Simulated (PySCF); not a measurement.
PySCF input (CCSD(T)/cc-pVDZ):

```python
from pyscf import gto, scf, mp, cc as ccmod

mol = gto.M(
    atom='''
    S     0.00279099   -0.00357806   -0.38524496
    S    -0.01083780    0.01389409    1.49596065
    O     1.19567230    0.33772522   -1.10534421
    O    -1.17957868   -0.35835730   -1.11608717
    ''',
    basis='cc-pvdz',
    charge=0,
    spin=0,
    verbose=4,
)

mf = scf.RHF(mol)
mf.conv_tol = 1e-10
mf.max_cycle = 100
mf.kernel()
mp2 = mp.MP2(mf, frozen=12).run()
cc = ccmod.CCSD(mf, frozen=12)
cc.max_cycle = 100
cc.kernel()
et = cc.ccsd_t()
print(f'E(CCSD(T)) = {cc.e_tot + et:.9f}')
```

End of the output:

```
Extra cycle  E= -944.663041737309  delta_E= 4.55e-13  |g|= 4.74e-07  |ddm|= 1.55e-06
converged SCF energy = -944.663041737309

******** <class 'pyscf.mp.mp2.RMP2'> ********
nocc = 12, nmo = 52
frozen orbitals 12
E(RMP2) = -945.313992484165  E_corr = -0.650950746856701
E(SCS-RMP2) = -945.28475078745  E_corr = -0.621709050140935
E_corr(same-spin) = -0.183959822408199
E_corr(oppo-spin) = -0.466990924448502

******** <class 'pyscf.cc.ccsd.CCSD'> ********
CC2 = 0
CCSD nocc = 12, nmo = 52
frozen orbitals 12
max_cycle = 100
direct = 0
conv_tol = 1e-07
conv_tol_normt = 1e-05
diis_space = 6
diis_start_cycle = 0
diis_start_energy_diff = 1e+09
Init t2, MP2 energy = -945.313992491154  E_corr(MP2) -0.650950753845611
Init E_corr(CCSD) = -0.650950753845719
cycle = 1  E_corr(CCSD) = -0.625056755043191  dE = 0.0258939988  norm(t1,t2) = 0.096515
cycle = 2  E_corr(CCSD) = -0.653716116838987  dE = -0.0286593618  norm(t1,t2) = 0.0389482
cycle = 3  E_corr(CCSD) = -0.650238379037803  dE = 0.0034777378  norm(t1,t2) = 0.0230421
cycle = 4  E_corr(CCSD) = -0.652647026110492  dE = -0.00240864707  norm(t1,t2) = 0.00668099
cycle = 5  E_corr(CCSD) = -0.653090105524729  dE = -0.000443079414  norm(t1,t2) = 0.00189786
cycle = 6  E_corr(CCSD) = -0.65298365913885  dE = 0.000106446386  norm(t1,t2) = 0.000672053
cycle = 7  E_corr(CCSD) = -0.652926207107982  dE = 5.74520309e-05  norm(t1,t2) = 0.000137152
cycle = 8  E_corr(CCSD) = -0.652934078001115  dE = -7.87089313e-06  norm(t1,t2) = 6.75955e-05
cycle = 9  E_corr(CCSD) = -0.652937141918396  dE = -3.06391728e-06  norm(t1,t2) = 3.4514e-05
cycle = 10  E_corr(CCSD) = -0.652934869747721  dE = 2.27217067e-06  norm(t1,t2) = 1.51246e-05
cycle = 11  E_corr(CCSD) = -0.652935786039677  dE = -9.16291956e-07  norm(t1,t2) = 6.51854e-06
cycle = 12  E_corr(CCSD) = -0.652935217169947  dE = 5.6886973e-07  norm(t1,t2) = 2.06566e-06
cycle = 13  E_corr(CCSD) = -0.652935201482467  dE = 1.56874802e-08  norm(t1,t2) = 6.56489e-07
CCSD converged
E(CCSD) = -945.3159769387911  E_corr = -0.652935201482467
CCSD(T) correction = -0.0270711991352199
E(CCSD(T)) = -945.343048138
```
